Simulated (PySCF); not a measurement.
# Adding and removing an electron: CaCd

PBE; basis Ca def2-SVP, Cd def2-SVP with ECP28; scalar-relativistic core potentials; PySCF 2.14. Neutral (UKS): singlet (closed shell), Re = 3.710 Å, ωe = 62.5 cm⁻¹, De = 0.14 eV, HOMO -3.63 eV, LUMO -1.93 eV.

CaCd⁺ (UKS): doublet (σ ↑), Re = 3.314 Å, ωe = 111 cm⁻¹, De = 0.64 eV to Ca⁺ + Cd. The energies at the minima are -844.99389 hartree for CaCd and -844.78645 for CaCd⁺.

Problem. Work out the adiabatic ionisation energy, without and with harmonic zero-point energies (1 hartree = 27.2114 eV, 1 eV = 8065.5 cm⁻¹), and the change of the bond length.

Solution. At PBE: 0.20744 hartree = 5.645 eV between the minima; the zero-point term (111.0 − 62.5)/2 cm⁻¹ = +0.003 eV makes it 5.648 eV. Re changes by -39.6 pm against the neutral. Minus the HOMO energy is 3.63 eV, -2.01 eV from the value between the minima; self-interaction puts the Kohn–Sham level too high, less so with exact exchange. The electron leaves a σ orbital, and the shorter bond of the ion fits an antibonding orbital, or a change in how ionic the bond is.

Closed-shell solutions of metal pairs were not tested for spin polarisation, which can lower them a little. Weak bonds: CaCd. Basis-set superposition, not corrected here, can be much of De in a small basis, most of all at correlated wavefunction levels. Spin–orbit coupling is left out. For an ion De counts to the pair picked by the measured ionisation energies or electron affinities, which need not be the lowest pair at this level. States were picked by a PBE0 search and need not be the measured ground states.
